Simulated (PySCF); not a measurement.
**Spinor energies of I⁺ (iodine, charge +1)**

Start: [Kr] 4d10 5s2 5p4; 5p1/2 filled at m_j = -1/2, +1/2; 5p3/2 filled at m_j = +1/2, +3/2. Calculated with PySCF 2.14 in x2c-TZVPall-2c: generalised Hartree-Fock with the X2C-1e Hamiltonian and a Gaussian nucleus; one run each with spin-orbit coupling (SO) switched off, then screened by Boettger's factors.

```csv
spinor shell,electrons,"ε, spin-free (eV)","ε, screened SO (eV)",weight of nominal j (screened SO),"rms radius, screened SO (bohr)"
1s1/2,2,-33343.8,-33339.9,1.000,0.0311
2s1/2,2,-5259.6,-5258.4,1.000,0.127
2p1/2,2,-4714.7,-4922.3,1.000,0.109
2p3/2,4,-4714.7,-4620.9,1.000,0.115
3s1/2,2,-1112.0,-1111.5,1.000,0.334
3p1/2,2,-931.15,-971.26,1.000,0.327
3p3/2,4,-931.15,-912.71,1.000,0.338
3d3/2,4,-660.83,-667.74,1.000,0.311
4s1/2,2,-220.69,-220.45,1.000,0.787
4p1/2,2,-161.44,-169.28,1.000,0.826
4p3/2,4,-161.44,-157.61,1.000,0.855
4d3/2,4,-72.268,-73.233,0.995,0.987
4d5/2,6,-72.268,-71.301,0.997,0.997
5s1/2,2,-32.300,-32.223,0.999,2.09
5p3/2,2,-19.908,-20.252,0.758,2.51
5p1/2,2,-19.908,-19.711,0.707,2.49
```

Task: Where does 3d5/2 lie, and what is the 3d spin-orbit splitting (screened SO)?

Result: At -655.67 eV, 12.069 eV above 3d3/2.

```csv
quantity,spin-free,screened SO
E (hartree),-7111.29934,-7113.45212
M_J,2,2
⟨J²⟩,6.013,6.025
⟨L²⟩,2.009,2.367
⟨S²⟩,2.003,1.862
```

Each row is a mean over spinors that exchange with the open shell spreads, by up to 4.628 eV (5s1/2).

Rows whose weight is well below 1 are mixtures of j = l ± 1/2: exchange outweighs spin-orbit coupling there, and the label is only the starting occupation.

Breit and QED terms are absent; they matter most for the inner s and p1/2 levels.

Densities and radii are taken from the X2C orbitals without a picture-change correction, which distorts them close to the nucleus.

Without spin-orbit coupling the j labels of p, d and f shells carry no meaning; the spin-free column gives the mean over the occupied spinors of each nl shell.
